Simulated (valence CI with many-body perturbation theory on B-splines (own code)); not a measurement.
## Level structure of Au46+

Computed by relativistic CI+MBPT: five valence electrons over a frozen Dirac-Fock core [Ar] 3d10, radial functions for each j: 11 s, 11 p, 10 d, 8 f, 5 g, 2 h, with the one-electron correlation potential Σ1, the two-electron term Σ2, the three-electron term Σ3, Breit, model QED; selected CI, second order for the rest, scaled by the run's own slope (own B-spline code, finite nucleus).

The last digits are not significant, and no measured levels were compared; by estimate large intervals hold to a few tenths of a per cent, small ones and those within an open d or f shell to about a per cent. Among the levels kept, up to 2100 cm⁻¹ of a level comes from second order outside the variational space, and about a tenth of that is noise between levels of different J, which matters for small intervals.

Levels 136 to 180 of 181, with energies above the lowest level, (4s^2 4p1/2^2 4p3/2) J=3/2. "Leading %" is the weight of the configuration and term that name the level; weights of strongly mixed levels are sums over their largest components and can fall short, so below about 35 % the name and the second component can differ from the true leading terms, or belong to a minority configuration. In the jj column 3d3/2^4 stands for four electrons in 3d with j = 3/2. Lifetimes count E1, E2, E3, M1 and M2 decay at the calculated energies, and are blank where another channel may lead or the interval is too uncertain; long ones can be off by a factor of two.

| No. | Configuration | Term | J | E (eV) | Leading % | Second component | Lifetime | g | Leading jj |
| --- | --- | --- | --- | --- | --- | --- | --- | --- | --- |
| 136 | 4s 4p2 4d2 | 4F | 7/2 | 615.94 | 25 | 18 % 4s 4p2 4d2 6G | 4.01 ps | 1.220 | 4s 4p1/2^2 4d3/2 4d5/2 (87 %) |
| 137 | 4s 4p3 4d | 2D° | 3/2 | 617.87 | 33 | 22 % 4s 4p3 4d 2P° | 435 fs | 1.135 | 4s 4p1/2 4p3/2^2 4d5/2 (81 %) |
| 138 | 4s 4p2 4d2 | 4F | 5/2 | 618.37 | 17 | 13 % 4s 4p2 4d2 6G | 3.54 ps | 1.231 | 4s 4p1/2^2 4d3/2 4d5/2 (87 %) |
| 139 | 4s 4p2 4d2 | 6D | 3/2 | 621.04 | 29 | 23 % 4s 4p2 4d2 4P | 2.70 ps | 1.566 | 4s 4p1/2^2 4d3/2 4d5/2 (93 %) |
| 140 | 4s 4p2 4d2 | 2G | 9/2 | 621.51 | 17 | 13 % 4s 4p2 4d2 4F | 5.73 ps | 1.183 | 4s 4p1/2^2 4d3/2 4d5/2 (77 %) |
| 141 | 4s 4p2 4d2 | 4H | 7/2 | 625.93 | 21 | 18 % 4s 4p2 4d2 2G | 4.65 ps | 0.940 | 4s 4p1/2^2 4d3/2 4d5/2 (76 %) |
| 142 | 4s 4p2 4d2 | 4F | 3/2 | 628.36 | 19 | 9 % 4s 4p2 4d2 2D | 3.46 ps | 1.059 | 4s 4p1/2^2 4d3/2 4d5/2 (76 %) |
| 143 | 4s 4p2 4d2 | 2F | 5/2 | 628.40 | 24 | 14 % 4s 4p2 4d2 4G | 2.95 ps | 1.086 | 4s 4p1/2^2 4d3/2 4d5/2 (87 %) |
| 144 | 4s2 4p 4d2 | 4F° | 3/2 | 632.23 | 26 | 25 % 4s2 4p 4d2 4D° | 225 fs | 0.900 | 4s^2 4p3/2 4d3/2^2 (83 %) |
| 145 | 4s2 4p 4d2 | 4D° | 1/2 | 632.88 | 64 | 19 % 4s2 4p 4d2 2P° | 245 fs | 0.273 | 4s^2 4p3/2 4d3/2^2 (86 %) |
| 146 | 4s2 4p 4d2 | 4F° | 5/2 | 633.18 | 33 | 17 % 4s2 4p 4d2 2F° | 245 fs | 1.012 | 4s^2 4p3/2 4d3/2^2 (83 %) |
| 147 | 4s2 4p 4d2 | 2G° | 7/2 | 633.49 | 29 | 23 % 4s2 4p 4d2 2F° | 269 fs | 1.068 | 4s^2 4p3/2 4d3/2^2 (86 %) |
| 148 | 4s 4p2 4d2 | 2P | 1/2 | 633.73 | 33 | 20 % 4s 4p2 4d2 4D | 2.84 ps | 1.198 | 4s 4p1/2^2 4d3/2 4d5/2 (86 %) |
| 149 | 4s 4p3 4f | 4F | 7/2 | 637.82 | 16 | 14 % 4s 4p3 4f 6F | 2.12 ps | 1.136 | 4s 4p1/2^2 4p3/2 4f5/2 (81 %) |
| 150 | 4s 4p3 4f | 4F | 5/2 | 639.27 | 25 | 21 % 4s 4p3 4f 6F | 1.90 ps | 1.071 | 4s 4p1/2^2 4p3/2 4f5/2 (87 %) |
| 151 | 4s2 4p 4d2 | 2P° | 3/2 | 641.44 | 26 | 18 % 4s2 4p 4d2 4P° | 264 fs | 1.404 | 4s^2 4p3/2 4d3/2^2 (82 %) |
| 152 | 4s 4p3 4f | 4D | 3/2 | 641.45 | 30 | 28 % 4s 4p3 4f 6F | 2.02 ps | 0.991 | 4s 4p1/2^2 4p3/2 4f5/2 (86 %) |
| 153 | 4s 4p3 4f | 4D | 1/2 | 642.01 | 52 | 32 % 4s 4p3 4f 6F | 2.16 ps | -0.097 | 4s 4p1/2^2 4p3/2 4f5/2 (95 %) |
| 154 | 4s 4p3 4f | 4F | 9/2 | 642.52 | 29 | 27 % 4s 4p3 4f 6F | 2.48 ps | 1.270 | 4s 4p1/2^2 4p3/2 4f7/2 (59 %) |
| 155 | 4s 4p2 4d2 | 4F | 9/2 | 646.05 | 16 | 12 % 4s 4p3 4f 2G | 1.98 ps | 1.265 | 4s 4p1/2^2 4d5/2^2 (54 %) |
| 156 | 4s 4p3 4f | 4G | 11/2 | 646.34 | 47 | 30 % 4s 4p3 4f 6F | 3.62 ps | 1.289 | 4s 4p1/2^2 4p3/2 4f7/2 (95 %) |
| 157 | 4s 4p3 4f | 2F | 7/2 | 646.53 | 24 | 13 % 4s 4p3 4f 6F | 3.96 ps | 1.187 | 4s 4p1/2^2 4p3/2 4f7/2 (75 %) |
| 158 | 4s2 4p 4d2 | 4G° | 9/2 | 647.69 | 51 | 22 % 4s2 4p 4d2 4F° | 455 fs | 1.185 | 4s^2 4p3/2 4d3/2 4d5/2 (91 %) |
| 159 | 4s2 4p 4d2 | 2F° | 7/2 | 648.86 | 30 | 27 % 4s2 4p 4d2 4F° | 440 fs | 1.199 | 4s^2 4p3/2 4d3/2 4d5/2 (88 %) |
| 160 | 4s 4p3 4f | 2F | 5/2 | 650.08 | 24 | 16 % 4s 4p3 4f 4D | 1.78 ps | 1.011 | 4s 4p1/2^2 4p3/2 4f7/2 (65 %) |
| 161 | 4s2 4p 4d2 | 4P° | 5/2 | 651.93 | 42 | 28 % 4s2 4p 4d2 4D° | 504 fs | 1.379 | 4s^2 4p3/2 4d3/2 4d5/2 (90 %) |
| 162 | 4s2 4p 4d2 | 4G° | 11/2 | 652.23 | 50 | 47 % 4s2 4p 4d2 2H° | 655 fs | 1.181 | 4s^2 4p3/2 4d3/2 4d5/2 (86 %) |
| 163 | 4s2 4p 4d2 | 4D° | 3/2 | 652.36 | 36 | 23 % 4s2 4p 4d2 2D° | 469 fs | 1.200 | 4s^2 4p3/2 4d3/2 4d5/2 (81 %) |
| 164 | 4s2 4p 4d2 | 2F° | 5/2 | 652.70 | 34 | 27 % 4s2 4p 4d2 4D° | 549 fs | 1.096 | 4s^2 4p3/2 4d3/2 4d5/2 (81 %) |
| 165 | 4s2 4p 4d2 | 2S° | 1/2 | 652.90 | 38 | 23 % 4s2 4p 4d2 4P° | 425 fs | 1.776 | 4s^2 4p3/2 4d3/2 4d5/2 (82 %) |
| 166 | 4s 4p3 4f | 2F | 5/2 | 653.18 | 21 | 12 % 4s 4p3 4f 2D | 1.55 ps | 1.049 | 4s 4p1/2^2 4p3/2 4f5/2 (46 %) |
| 167 | 4s2 4p 4d2 | 2F° | 7/2 | 653.95 | 28 | 24 % 4s2 4p 4d2 2G° | 563 fs | 1.134 | 4s^2 4p3/2 4d3/2 4d5/2 (80 %) |
| 168 | 4p5 | 2P° | 1/2 | 654.48 | 76 | 5 % 4s 4p3 4d 2S° | 359 fs | 0.706 | 4p1/2 4p3/2^4 (76 %) |
| 169 | 4s 4p3 4f | 4H | 7/2 | 656.19 | 14 | 11 % 4s 4p3 4f 2G | 1.36 ps | 1.047 | 4s 4p1/2^2 4p3/2 4f5/2 (51 %) |
| 170 | 4s 4p3 4f | 4F | 3/2 | 656.39 | 21 | 15 % 4s 4p3 4f 2D | 1.46 ps | 0.890 | 4s 4p1/2^2 4p3/2 4f5/2 (53 %) |
| 171 | 4s 4p3 4f | 2D | 3/2 | 656.94 | 34 | 14 % 4s 4p3 4f 4F | 2.31 ps | 0.849 | 4s 4p1/2^2 4p3/2 4f7/2 (47 %) |
| 172 | 4s2 4p 4d2 | 2G° | 9/2 | 658.23 | 33 | 17 % 4s2 4p2 4f 2H° | 839 fs | 1.064 | 4s^2 4p3/2^2 4f5/2 (46 %) |
| 173 | 4s 4p3 4f | 2F | 7/2 | 659.46 | 12 | 10 % 4s 4p2 4d2 2F | 1.69 ps | 1.155 | 4s 4p1/2^2 4p3/2 4f7/2 (50 %) |
| 174 | 4s 4p2 4d2 | 2D | 5/2 | 659.62 | 9 | 7 % 4s 4p2 4d2 4P | 1.39 ps | 1.259 | 4s 4p1/2^2 4d5/2^2 (59 %) |
| 175 | 4s2 4p 4d2 | 2G° | 7/2 | 661.09 | 26 | 13 % 4s2 4p 4d2 4F° | 692 fs | 1.112 | 4s^2 4p3/2 4d3/2 4d5/2 (50 %) |
| 176 | 4s 4p3 4f | 2G | 9/2 | 662.87 | 34 | 18 % 4s 4p3 4f 2H | 1.37 ps | 1.118 | 4s 4p1/2^2 4p3/2 4f7/2 (69 %) |
| 177 | 4s2 4p2 4f | 4D° | 5/2 | 663.58 | 13 | 11 % 4s2 4p2 4f 2F° | 1.04 ps | 1.078 | 4s^2 4p3/2^2 4f5/2 (58 %) |
| 178 | 4s2 4p2 4f | 2D° | 3/2 | 665.00 | 33 | 19 % 4s2 4p2 4f 4D° | 1.52 ps | 0.883 | 4s^2 4p3/2^2 4f5/2 (65 %) |
| 179 | 4s2 4p 4d2 | 4G° | 11/2 | 665.31 | 31 | 27 % 4s2 4p 4d2 2H° | 14.5 ps | 1.192 | 4s^2 4p3/2 4d5/2^2 (53 %) |
| 180 | 4s2 4p 4d2 | 2D° | 5/2 | 666.08 | 29 | 9 % 4s2 4p 4d2 2F° | 1.31 ps | 1.126 | 4s^2 4p3/2 4d5/2^2 (36 %) |

Where two levels of one J and parity lie close, their mixing, g and order are uncertain.
